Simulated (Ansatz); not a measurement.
Cost and result for the atomization energy of C₂H₁₂N₂O₂Si₂, SMILES `CO[Si@@H](N)[Si@@H](N)OC` (20 atoms, 19 bonds).

| atom | x (Å) | y (Å) | z (Å) |
| --- | --- | --- | --- |
| C1 | 2.0113 | 2.3203 | -0.5334 |
| O2 | 1.6251 | 1.5843 | 0.6032 |
| Si3 | 0.1322 | 0.8902 | 0.7574 |
| N4 | -0.1195 | 0.2935 | 2.3434 |
| Si5 | -0.1322 | -0.8901 | -0.7573 |
| N6 | 0.1195 | -0.2935 | -2.3434 |
| O7 | -1.6251 | -1.5843 | -0.6031 |
| C8 | -2.0113 | -2.3203 | 0.5334 |
| H9 | 3.0153 | 2.7134 | -0.3622 |
| H10 | 2.0280 | 1.6945 | -1.4327 |
| H11 | 1.3364 | 3.1674 | -0.7110 |
| H12 | -0.8897 | 1.9597 | 0.5316 |
| H13 | -0.2456 | 0.9416 | 3.1056 |
| H14 | 0.3864 | -0.5210 | 2.6539 |
| H15 | 0.8896 | -1.9597 | -0.5316 |
| H16 | 0.2456 | -0.9416 | -3.1056 |
| H17 | -0.3863 | 0.5210 | -2.6539 |
| H18 | -1.3363 | -3.1674 | 0.7110 |
| H19 | -2.0281 | -1.6945 | 1.4327 |
| H20 | -3.0153 | -2.7135 | 0.3622 |

The species carries charge 0 and has multiplicity 1. The structure was optimised at the PBE0-D4/def2-TZVP level. It is one conformer, not always the lowest. Program: Ansatz. All runs use 3 threads of an AMD EPYC 7R13 on a shared host and a share of an NVIDIA H100 80 GB. Times are those of one run each, without the atoms' runs, and a repeat can differ threefold. Electronic energies, without spin–orbit coupling; frozen cores. CCSD(T)/CBS adds CCSD(T) − MP2 in def2-TZVPP to the MP2 limit, and its time is that of the two runs behind it. T1 = 0.012. B3LYP takes the VWN-RPA correlation (the form of Gaussian; ORCA's B3LYP/G). HSE06 is the plane-wave form, built on full-range PBE exchange.

CCSD(T)/CBS is a level of theory with its own doubt, some kJ/mol a heavy atom from the limit and from the frozen cores, so smaller differences don't rank the functionals.

```
                             level  functions  wall time
               PBE-QIDH/def2-TZVPP        438        7 s
                ωB97X-V/def2-TZVPP        438        8 s
                  CCSD(T)/def2-SVP        180      8.5 s
                    MP2/def2-QZVPP        842       13 s
               BHLYP-D4/def2-TZVPP        438       15 s
 B3LYP-D4/def2-TZVPP (with forces)        438       15 s
              revPBE-D4/def2-TZVPP        438       16 s
r2SCAN-D4/def2-TZVPP (with forces)        438       17 s
             r2SCANh-D4/def2-TZVPP        438       17 s
                 B97M-V/def2-TZVPP        438       19 s
               HSE06-D4/def2-TZVPP        438       34 s
                CCSD(T)/def2-TZVPP        438       36 s
                 CCSD(T)/CBS(def2)          –       49 s
```

(1) What atomization energy does each give, and how far from CCSD(T)/CBS? (Best estimate.)

Results:

(1) Ansatz gave: 
```tsv
level	atomization (kcal/mol)	difference from CCSD(T)/CBS	per bond
PBE-QIDH/def2-TZVPP	1746.1	-24.6	-1.3
ωB97X-V/def2-TZVPP	1776.9	6.2	0.3
CCSD(T)/def2-SVP	1641.3	-129.4	-6.8
MP2/def2-QZVPP	1772.8	2.1	0.1
BHLYP-D4/def2-TZVPP	1719.5	-51.2	-2.7
B3LYP-D4/def2-TZVPP (with forces)	1771.0	0.3	0.0
revPBE-D4/def2-TZVPP	1750.0	-20.7	-1.1
r2SCAN-D4/def2-TZVPP (with forces)	1764.6	-6.1	-0.3
r2SCANh-D4/def2-TZVPP	1753.2	-17.5	-0.9
B97M-V/def2-TZVPP	1767.9	-2.8	-0.1
HSE06-D4/def2-TZVPP	1762.3	-8.4	-0.4
CCSD(T)/def2-TZVPP	1718.0	-52.7	-2.8
CCSD(T)/CBS(def2)	1770.7	0.0	0.0
```

The D4 term adds +18.6 kcal/mol with B3LYP and +10.1 kcal/mol with PBE0; it sums over pairs of atoms, weighted by their polarisabilities, and B3LYP, whose exchange is more repulsive, gets the larger term. From BLYP to BHLYP (50 % exact exchange), in def2-TZVPP and without D4, the atomization energy moves by −39.2 kcal/mol: exact exchange takes away binding that semilocal exchange gives to molecules. Leaving LDA and LC-ωPBE aside and taking each functional with its dispersion term where it has one, the values, not all of them listed here, spread over 74.1 kcal/mol, from BHLYP-D4 to PBE-D4. LDA lies +237.6 kcal/mol from PBE without D4, its usual overbinding.
